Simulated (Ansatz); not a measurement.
Consider the formal hydrolysis of a Ge–Ge bond: `[F][GeH2][GeH3]` + H₂O → `[OH][GeH2][F]` + GeH₄.

Computed with Ansatz on PBE0-D4/def2-TZVP structures; ΔE is electronic, products minus reactants. CCSD(T)/CBS adds triple-zeta CCSD(T) − MP2 to the extrapolated MP2 energy (def2 sets, frozen cores). This one scheme is used for every species. Functionals use def2-TZVPP. B3LYP here is the variant with VWN-RPA as its local correlation; programs differ in this. HSE06 is defined as in plane-wave codes. For Ge outer-core shells are correlated without core-valence functions, which leaves a few kJ/mol of doubt a bond. Scalar relativity is left out up to krypton. One conformer a species, not always the lowest.

`[F][GeH2][GeH3]`:

Cartesian coordinates in Å:
```
F 2.191 0.237 -0.785
Ge 0.967 0.539 0.429
Ge -1.062 -0.529 -0.359
H 1.525 -0.060 1.732
H 0.867 2.070 0.539
H -1.486 0.087 -1.699
H -2.178 -0.309 0.675
H -0.822 -2.034 -0.532
```

H₂O:

Z-matrix (Å, degrees):
```
O
H 1 0.960
H 1 0.960 2 105.1
```

`[OH][GeH2][F]`:

```xyz
6

O     0.343   -0.517   -1.229
Ge    0.127    0.212    0.358
F    -1.340    1.143    0.316
H    -0.321   -1.178   -1.442
H    -0.099   -0.841    1.451
H     1.291    1.182    0.546
```

GeH₄:

Z-matrix (Å, degrees):
```
Ge
H 1 1.534
H 1 1.534 2 109.5
H 1 1.534 2 109.5 3 -120.0
H 1 1.534 2 109.5 3 120.0
```

| level | ΔE (kJ/mol) | difference from CCSD(T)/CBS |
| --- | --- | --- |
| LDA (SPW92) | -9.6 | 3.2 |
| PBE-D4 | -5.3 | 7.5 |
| revPBE-D4 | -7.4 | 5.4 |
| BLYP-D4 | -13.0 | -0.2 |
| r2SCAN-D4 | -16.6 | -3.8 |
| B97M-V | -27.0 | -14.2 |
| PBE0-D4 | -7.0 | 5.8 |
| r2SCANh-D4 | -15.8 | -3.0 |
| r2SCAN0-D4 | -15.0 | -2.2 |
| HSE06-D4 | -6.9 | 5.9 |
| CAM-B3LYP-D4 | -21.5 | -8.7 |
| ωB97X-V | -20.9 | -8.1 |
| ωB97M-V | -17.4 | -4.6 |
| B2PLYP | -21.2 | -8.4 |
| PBE-QIDH | -16.3 | -3.5 |
| PBE | -7.5 | 5.3 |
| revPBE | -7.5 | 5.3 |
| BLYP | -16.4 | -3.6 |
| r2SCAN | -17.2 | -4.4 |
| PBE0 | -9.1 | 3.7 |
| B3LYP | -17.3 | -4.5 |
| r2SCAN0 | -15.7 | -2.9 |
| HSE06 | -9.0 | 3.8 |
| BHLYP | -22.6 | -9.8 |
| CAM-B3LYP | -23.9 | -11.1 |
| LC-ωPBE | -18.7 | -5.9 |
| HF/def2-SVP | -36.1 | -23.3 |
| MP2/def2-SVP | -37.1 | -24.3 |
| CCSD/def2-SVP | -33.1 | -20.3 |
| CCSD(T)/def2-SVP | -33.2 | -20.4 |
| HF/def2-TZVPP | -35.1 | -22.3 |
| MP2/def2-TZVPP | -21.5 | -8.7 |
| CCSD/def2-TZVPP | -20.1 | -7.3 |
| CCSD(T)/def2-TZVPP | -19.7 | -6.9 |
| HF/def2-QZVPP | -35.4 | -22.6 |
| MP2/def2-QZVPP | -17.6 | -4.8 |
| SCS-MP2/def2-QZVPP | -23.5 | -10.7 |
| HF/CBS(def2) | -35.4 | -22.6 |
| MP2/CBS(def2) | -14.6 | -1.8 |
| CCSD/CBS(def2) | -13.2 | -0.4 |
| CCSD(T)/CBS | -12.8 | 0 |

Largest T1 diagnostic among the species: 0.012.

From BLYP to BHLYP (50 % exact exchange), in def2-TZVPP and without D4, ΔE moves by −6.2 kJ/mol. At CCSD(T), def2-SVP lies −20.4 kJ/mol from the extrapolated value and def2-TZVPP −6.9 kJ/mol. Leaving LDA and LC-ωPBE aside and taking each functional with its dispersion term where it has one, the values spread over 21.7 kJ/mol, from B97M-V to PBE-D4.
